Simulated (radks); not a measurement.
Question: These are the eigenvalues of the occupied orbitals of an atom or ion with whole-number occupations (eV). Method: scalar-relativistic Kohn-Sham, PBEsol, spin-polarised, spherical densities, point nucleus; computed with a radial shooting solver on a logarithmic mesh with Libxc functionals.

orbital  eigenvalue
1s up     -59317.08
1s down   -59317.08
2s up     -10049.38
2s down   -10049.32
2p up     -8879.082
2p down   -8879.040
3s up     -2298.872
3s down   -2297.396
3p up     -1944.589
3p down   -1943.115
3d up     -1506.942
3d down   -1505.809
4s up     -494.0353
4s down   -491.0902
4p up     -377.2962
4p down   -374.4088
4d up     -222.2975
4d down   -219.4730
5s up      -96.0693
5s down    -94.7540
5p up      -67.0914
5p down    -66.0988
4f up      -51.8661
4f down    -49.2715
7s up      -14.5611

Which element is it, and in what charge state? The configuration may be excited. Open shells, if any, are filled with parallel spins first.

Answer: Z = 69, thulium, charge +3: Tm3+ in [Xe] 4f11 7s1. The list shows which subshells hold electrons but not how many an open one holds; the 1s level, -2179.9 hartree, gives Z - s = 66.0 by -(Z - s)^2/2, which with screening and relativity narrows Z to a few neighbours, and the depths of the outer levels then fix element, charge and occupations together.
